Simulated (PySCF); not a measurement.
Cartesian coordinates (Å):
```xyz
5

Ti     0.0000     0.0000     0.0000
Cl     1.8471     0.1759     1.1185
Cl     0.0894     1.2776    -1.7474
Cl    -0.2742    -2.0570    -0.6226
Cl    -1.6624     0.6034     1.2515
```
Charge 0, spin multiplicity 1.

Problem. Give the total energy, HOMO, charge on the central atom (Mulliken), LUMO, HOMO–LUMO gap, charge on the central atom (meta-Löwdin) and dipole moment at the level TPSSh-D3(BJ)/def2-TZVP // r2SCAN-D4/def2-SVP (PySCF 2.14.0).

Solution. 
The total energy comes out as -2690.6972 Ha. The HOMO comes out as -8.92 eV. The charge on the central atom (Mulliken) is 1.10 e. The LUMO is -4.27 eV and the HOMO–LUMO gap is 4.65 eV. The charge on the central atom (meta-Löwdin) comes out as 1.11 e. The dipole moment comes out as 0.00 D.
